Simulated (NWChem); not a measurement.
System meant: ethyl methyl carbonate (C4H8O3); SMILES COC(OCC)=O

The following NWChem deck was run.

```
start job
memory heap 200 mb stack 900 mb global 1100 mb
geometry units angstroms noautoz
  C     -0.434667     3.014718     0.000000
  C      0.424600     1.777440     0.000000
  O     -0.439441     0.643020     0.000000
  C      0.162946    -0.539063     0.000000
  O      1.351219    -0.725637     0.000000
  O     -0.768310    -1.487613     0.000000
  C     -0.279046    -2.814893     0.000000
  H     -1.079391     3.045845     0.890434
  H      0.199180     3.913320     0.000000
  H     -1.079391     3.045845    -0.890434
  H      1.079018     1.731110    -0.885523
  H      1.079018     1.731110     0.885523
  H     -1.161106    -3.465854     0.000000
  H      0.334224    -3.010660    -0.892242
  H      0.334224    -3.010660     0.892242
end
basis spherical
  * library def2-svp
end
dft
  xc pbe0
  iterations 4
  mulliken
end
task dft energy
```

End of the output:

```
    Atom       Charge   Shell Charges
 -----------   ------   -------------------------------------------------------
    1 C    6     6.08   1.96  0.58  0.31  1.91  1.26  0.07
    2 C    6     5.92   1.96  0.59  0.30  1.85  1.09  0.14
    3 O    8     8.09   1.97  0.90  0.57  2.74  1.87  0.03
    4 C    6     5.93   1.96  0.58  0.25  1.79  0.95  0.39
    5 O    8     8.21   1.97  0.92  0.65  2.70  1.93  0.03
    6 O    8     8.09   1.97  0.90  0.57  2.74  1.87  0.03
    7 C    6     5.93   1.96  0.58  0.31  1.83  1.13  0.12
    8 H    1     0.96   0.64  0.26  0.07
    9 H    1     0.96   0.63  0.26  0.07
   10 H    1     0.96   0.64  0.26  0.07
   11 H    1     0.98   0.65  0.26  0.07
   12 H    1     0.98   0.65  0.26  0.07
   13 H    1     0.97   0.65  0.26  0.06
   14 H    1     0.97   0.65  0.26  0.07
   15 H    1     0.97   0.65  0.26  0.07

 center of mass
 --------------
 x =   0.00548079 y =  -0.07145773 z =   0.00000000

 moments of inertia (a.u.)
 ------------------
        1325.464536549955           0.000000000000           0.000000000000
           0.000000000000         208.970027245072           0.000000000000
           0.000000000000           0.000000000000        1500.271060886150

     Multipole analysis of the density
     ---------------------------------

     L   x y z        total         alpha         beta         nuclear
     -   - - -        -----         -----         ----         -------
     0   0 0 0      0.000000    -28.000000    -28.000000     56.000000

     1   1 0 0     -0.179424     -0.089712     -0.089712     -0.000000
     1   0 1 0      0.091634      0.045817      0.045817      0.000000
     1   0 0 1      0.000000      0.000000      0.000000      0.000000

     2   2 0 0    -34.970666    -71.024740    -71.024740    107.078813
     2   1 1 0      1.873601      0.951266      0.951266     -0.028931
     2   1 0 1      0.000000      0.000000      0.000000      0.000000
     2   0 2 0    -23.179930   -400.833453   -400.833453    778.486977
     2   0 1 1      0.000000      0.000000      0.000000      0.000000
     2   0 0 2    -30.024863    -23.486994    -23.486994     16.949125

 ------------------------------------------------------------------------
 dft energy failed                                                                                  0
 ------------------------------------------------------------------------
 ------------------------------------------------------------------------
  current input line :
    28: task dft energy
 ------------------------------------------------------------------------
 ------------------------------------------------------------------------
 This type of error is most commonly associated with calculations not reaching convergence criteria
 ------------------------------------------------------------------------
 For more information see the NWChem manual at https://nwchemgit.github.io

0:dft energy failed:Received an Error in Communication
```

**Question.** Can this run be used? If not, why, and what is the fix?

**Answer.** Convergence was not reached. Cause: the SCF was allowed too few iterations. This input runs:
```
start job
memory heap 200 mb stack 900 mb global 1100 mb
geometry units angstroms noautoz
  C     -0.434667     3.014718     0.000000
  C      0.424600     1.777440     0.000000
  O     -0.439441     0.643020     0.000000
  C      0.162946    -0.539063     0.000000
  O      1.351219    -0.725637     0.000000
  O     -0.768310    -1.487613     0.000000
  C     -0.279046    -2.814893     0.000000
  H     -1.079391     3.045845     0.890434
  H      0.199180     3.913320     0.000000
  H     -1.079391     3.045845    -0.890434
  H      1.079018     1.731110    -0.885523
  H      1.079018     1.731110     0.885523
  H     -1.161106    -3.465854     0.000000
  H      0.334224    -3.010660    -0.892242
  H      0.334224    -3.010660     0.892242
end
basis spherical
  * library def2-svp
end
dft
  xc pbe0
  iterations 150
  mulliken
end
task dft energy
```
It converges to -382.22019 Ha (PBE0/def2-SVP).
